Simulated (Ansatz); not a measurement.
Stepwise reaction of titanium tetrachloride with hydrogen fluoride, as a gas-phase model of exchange steps in deposition or etching. ΔE in kJ/mol; ΔG adds harmonic PBE0-D4 terms to CCSD(T)/CBS, at 1 bar.

Isolated molecules relaxed with PBE0-D4/def2-TZVP in Ansatz; ΔE leaves out vibrations. CCSD(T)/CBS adds triple-zeta CCSD(T) − MP2 to the extrapolated MP2 energy (def2 sets, frozen cores). This one scheme is used for every species. Functionals use def2-TZVPP. B3LYP here is the variant with VWN-RPA as its local correlation; programs differ in this. For Ti outer-core shells are correlated without core-valence functions, which leaves a few kJ/mol of doubt a bond. Scalar relativity is left out up to krypton.

| step | reaction | PBE-D4 | B3LYP-D4 | ωB97M-V | CCSD(T)/CBS | ΔG(500 K) |
| --- | --- | --- | --- | --- | --- | --- |
| 2 | `[F][Ti]([Cl])([Cl])[Cl]` + H–F → `[F][Ti]([F])([Cl])[Cl]` + HCl | -20.9 | -20.7 | -25.4 | -9.5 | -17.1 |
| 3 | `[F][Ti]([F])([Cl])[Cl]` + H–F → `[F][Ti]([F])([F])[Cl]` + HCl | -22.0 | -22.1 | -26.2 | -12.4 | -16.6 |
| 4 | `[F][Ti]([F])([F])[Cl]` + H–F → `[F][Ti]([F])([F])[F]` + HCl | -23.1 | -23.4 | -26.8 | -15.2 | -15.2 |

Question: Give the row of step 1, `[Cl][Ti]([Cl])([Cl])[Cl]` + H–F → `[F][Ti]([Cl])([Cl])[Cl]` + HCl. (Estimate.)

Answer: Computed: 
```csv
step,reaction,PBE-D4,B3LYP-D4,ωB97M-V,CCSD(T)/CBS,ΔG(500 K)
1,`[Cl][Ti]([Cl])([Cl])[Cl]` + H–F → `[F][Ti]([Cl])([Cl])[Cl]` + HCl,-20.0,-19.6,-24.6,-6.7,-18.5
```

Question: By hand: ΔE of the 4 steps together at CCSD(T)/CBS.

Answer: (-6.7) + (-9.5) + (-12.4) + (-15.2) = -43.8 kJ/mol, or -10.9 kJ/mol a step.

In ΔE each step is lower than the one before. All are downhill at CCSD(T)/CBS. ΔG lies between -18.5 and -15.2 kJ/mol a step. PBE-D4 differs from CCSD(T)/CBS by -13.3 to -7.9 kJ/mol a step. Isolated molecules leave out the surface, adducts and barriers. Largest T1 diagnostic: 0.025.
